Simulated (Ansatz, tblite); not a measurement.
Cost and result up the ladder for cyclo-(H2SiSe)2 (Si2H4Se2) (8 atoms). Charge 0, multiplicity 1. Geometry: PBE0-D4/def2-SVP.

```xyz
8

Si    0.8153    0.7660    0.9617
H     0.8656    2.2529    1.0647
H     1.7242    0.1831    1.9903
Se    1.3254    0.0333   -1.1501
Si   -0.8152   -0.7662   -0.9617
H    -1.7232   -0.1798   -1.9891
H    -0.8680   -2.2528   -1.0674
Se   -1.3241   -0.0364    1.1515
```

Ansatz on 4 threads of Arm Neoverse N1 on a shared host; xTB runs through tblite on one thread. Times are rough, summed over both states, and most runs start from the orbitals of an earlier one. PBE0-D4/def2-TZVP serves as the yardstick here, not as an exact answer. The other state is a doublet.

The xTB rows come from tblite. HOMO above LUMO, or a gap near zero within one spin, warns that the state may not be the lowest or that an electron is smeared out.

Raw xTB energies of ions are shifted by several eV.

```json
{"level": "GFN2-xTB", "functions": "40", "wall time": "0.016 s", "vertical IE (eV)": "13.13", "difference from PBE0-D4/def2-TZVP (eV)": "4.01", "remarks": "–"}
{"level": "GFN1-xTB", "functions": "44", "wall time": "0.02 s", "vertical IE (eV)": "13.52", "difference from PBE0-D4/def2-TZVP (eV)": "4.41", "remarks": "–"}
{"level": "PBE-D4/def2-TZVP", "functions": "194", "wall time": "11 s", "vertical IE (eV)": "8.73", "difference from PBE0-D4/def2-TZVP (eV)": "-0.38", "remarks": "gap within one spin near zero (+1 doublet)"}
{"level": "PBE0-D4/def2-TZVP", "functions": "194", "wall time": "22 s", "vertical IE (eV)": "9.11", "difference from PBE0-D4/def2-TZVP (eV)": "0.00", "remarks": "–"}
{"level": "r2SCAN-D4/def2-TZVP", "functions": "194", "wall time": "26 s", "vertical IE (eV)": "8.93", "difference from PBE0-D4/def2-TZVP (eV)": "-0.18", "remarks": "gap within one spin near zero (+1 doublet)"}
```
